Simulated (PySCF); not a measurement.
S (SMILES [S-]), charge -1, doublet (in this run its highest filled SCF level lies above zero, so its values depend strongly on the basis, on diffuse functions most of all); B3LYP/6-311G** (PySCF).

Input for PySCF:
```python
from pyscf import gto, scf, dft

mol = gto.Mole()
mol.atom = '''
    S     0.000000    0.000000    0.000000
'''
mol.basis = '6-311g**'
mol.charge = -1
mol.spin = 1
mol.verbose = 4
mol.build()

mf = dft.UKS(mol)
mf.xc = 'b3lyp'
mf.grids.atom_grid = (99, 590)
mf.kernel()
```

Task: What does PySCF print? Leave out banner, timings and long lists.

Result: 
```
PySCF version 2.14.0

[INPUT] verbose = 4
[INPUT] num. atoms = 1
[INPUT] num. electrons = 17
[INPUT] charge = -1
[INPUT] spin (= nelec alpha-beta = 2S) = 1
[INPUT] symmetry False subgroup None
[INPUT] Mole.unit = angstrom
[INPUT] Symbol           X                Y                Z      unit          X                Y                Z       unit  Magmom
[INPUT]  1 S      0.000000000000   0.000000000000   0.000000000000 AA    0.000000000000   0.000000000000   0.000000000000 Bohr   0.0

nuclear repulsion = 0
number of shells = 12
number of NR pGTOs = 45
number of NR cGTOs = 26
basis = 6-311g**
ecp = {}

******** <class 'pyscf.dft.uks.UKS'> ********
method = UKS
initial guess = minao
damping factor = 0
level_shift factor = 0
DIIS = <class 'pyscf.scf.diis.CDIIS'>
diis_start_cycle = 1
diis_space = 8
diis_damp = 0
SCF conv_tol = 1e-09
SCF conv_tol_grad = None
SCF max_cycles = 50
direct_scf = True
direct_scf_tol = 1e-13
number electrons alpha = 9  beta = 8
XC library pyscf.dft.libxc version 7.1.2
    S. Lehtola, C. Steigemann, M. J. T. Oliveira, and M. A. L. Marques,  SoftwareX 7, 1–5 (2018)
XC functionals = b3lyp
    P. J. Stephens, F. J. Devlin, C. F. Chabalowski, and M. J. Frisch,  J. Phys. Chem. 98, 11623 (1994)
radial grids:
    Treutler-Ahlrichs [JCP 102, 346 (1995); DOI:10.1063/1.469408] (M4) radial grids

becke partition: Becke, JCP 88, 2547 (1988); DOI:10.1063/1.454033
pruning grids: <function nwchem_prune>
grids dens level: 3
symmetrized grids: False
atomic radii adjust function: <function treutler_atomic_radii_adjust>
User specified grid scheme (99, 590)
small_rho_cutoff = 0
Set gradient conv threshold to 3.16228e-05
tot grids = 29856
init E= -398.014578712663

cycle= 1 E= -398.167041756006  delta_E= -0.152  |g|= 0.219  |ddm|= 0.595
cycle= 2 E= -398.157549144928  delta_E= 0.00949  |g|= 0.293  |ddm|= 0.788
cycle= 3 E= -398.211788872075  delta_E= -0.0542  |g|= 0.0217  |ddm|= 0.366
cycle= 4 E= -398.212033186753  delta_E= -0.000244  |g|= 0.00169  |ddm|= 0.0256
cycle= 5 E= -398.212035699053  delta_E= -2.51e-06  |g|= 0.000204  |ddm|= 0.00307
cycle= 6 E= -398.212035756409  delta_E= -5.74e-08  |g|= 3.29e-05  |ddm|= 0.000564
cycle= 7 E= -398.212035757978  delta_E= -1.57e-09  |g|= 6.01e-06  |ddm|= 0.000101
cycle= 8 E= -398.212035758036  delta_E= -5.75e-11  |g|= 6.55e-07  |ddm|= 1.89e-05
Extra cycle  E= -398.212035758038  delta_E= -2.5e-12  |g|= 6.38e-07  |ddm|= 3.42e-06
converged SCF energy = -398.212035758038  <S^2> = 0.75195345  2S+1 = 2.0019525
```
